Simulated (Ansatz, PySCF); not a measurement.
Pair of molecules: CH4 (SMILES C) (first 5 atoms) with C3H8 (SMILES CCC); geometry from B3LYP-D3(BJ)/def2-TZVP, rigid monomers moved along the line of their centres of mass till C1···H12 is 3.64 Å.
(charge 0, multiplicity 1):
```xyz
16

C      0.0176     0.1592     0.1747
H      0.1125     0.2671    -0.9049
H     -0.8960    -0.3864     0.4061
H      0.8746    -0.3891     0.5626
H     -0.0223     1.1443     0.6370
C      0.4152    -1.3245     4.3066
C      0.4845     0.1945     4.4384
C     -0.8934     0.8507     4.4271
H      1.4100    -1.7743     4.3134
H     -0.1548    -1.7636     5.1293
H     -0.0756    -1.6141     3.3746
H      1.0884     0.6029     3.6233
H      1.0054     0.4565     5.3642
H     -0.8222     1.9362     4.5198
H     -1.4242     0.6293     3.4983
H     -1.5084     0.4851     5.2532
```

Counterpoise-corrected where a basis set is named; no monomer relaxation.

Correlated levels freeze the cores.

The values were computed with Ansatz (Gaussian orbitals); PySCF for the dispersion terms. 

PBE/def2-TZVPPD gives -1.3 kJ/mol for the interaction energy.

How do the other levels lie against it? Give each less PBE: PBE-D3(BJ)/def2-TZVPPD, r2SCAN/def2-TZVPPD, PBE0/def2-TZVPPD, wB97M-V/def2-TZVPPD, MP2/aug-cc-pVDZ, CCSD(T)/aug-cc-pVDZ.

PBE-D3(BJ)/def2-TZVPPD -3.0; r2SCAN/def2-TZVPPD -0.1; PBE0/def2-TZVPPD 0.4; wB97M-V/def2-TZVPPD -1.7; MP2/aug-cc-pVDZ -1.6; CCSD(T)/aug-cc-pVDZ -1.7 kJ/mol. 1 of 6 lie above PBE; the widest gap is to PBE-D3(BJ)/def2-TZVPPD.

Ansatz is an electronic-structure program.
